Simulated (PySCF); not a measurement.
## What the settings do

Molecule: SMILES COC1=CC=C/C1=C/Cl, C7H7ClO; geometry GFN2-xTB.

Geometry:
| atom | x (Å) | y (Å) | z (Å) |
| --- | --- | --- | --- |
| C1 | 2.554 | -0.012 | 0.136 |
| O2 | 1.343 | 0.686 | 0.293 |
| C3 | 0.219 | -0.008 | 0.011 |
| C4 | 0.036 | -1.282 | -0.402 |
| C5 | -1.387 | -1.512 | -0.555 |
| C6 | -2.068 | -0.394 | -0.243 |
| C7 | -1.104 | 0.631 | 0.137 |
| C8 | -1.402 | 1.879 | 0.516 |
| Cl9 | -0.252 | 3.051 | 0.957 |
| H10 | 3.346 | 0.689 | 0.392 |
| H11 | 2.598 | -0.878 | 0.805 |
| H12 | 2.683 | -0.351 | -0.897 |
| H13 | 0.785 | -2.026 | -0.597 |
| H14 | -1.804 | -2.450 | -0.874 |
| H15 | -3.129 | -0.237 | -0.256 |
| H16 | -2.425 | 2.224 | 0.565 |

All runs: PySCF 2.14, non-relativistic, gas phase unless a solvent (IEF-PCM) is named; grid level 2, GIAOs and SCF threshold 1e-9 unless changed. The yardstick, PBE0/pcSseg-1, gives these isotropic shieldings σ (ppm, equivalent atoms averaged): C7 39.4, C5 48.9, C6 70.4, C1 129.6, H16 24.82, H13 26.47, H10/H11/H12 27.80.

Problem. What do these inputs give? (1) LDA/pcSseg-1; (2) PBE0/pcSseg-1; conv 1e-11

Solution. 
| run | outcome | functions | wall time | C7 | C5 | C6 | C1 | H16 | H13 | H10/H11/H12 |
| --- | --- | --- | --- | --- | --- | --- | --- | --- | --- | --- |
| 1 | converged | 195 | 100 s | 29.6 | 42.3 | 63.6 | 123.7 | 24.34 | 26.04 | 27.22 |
| 2 | converged | 195 | 110 s | 39.4 | 48.9 | 70.4 | 129.6 | 24.82 | 26.47 | 27.80 |

Times are on shared hosts with different chips, so compare them loosely.
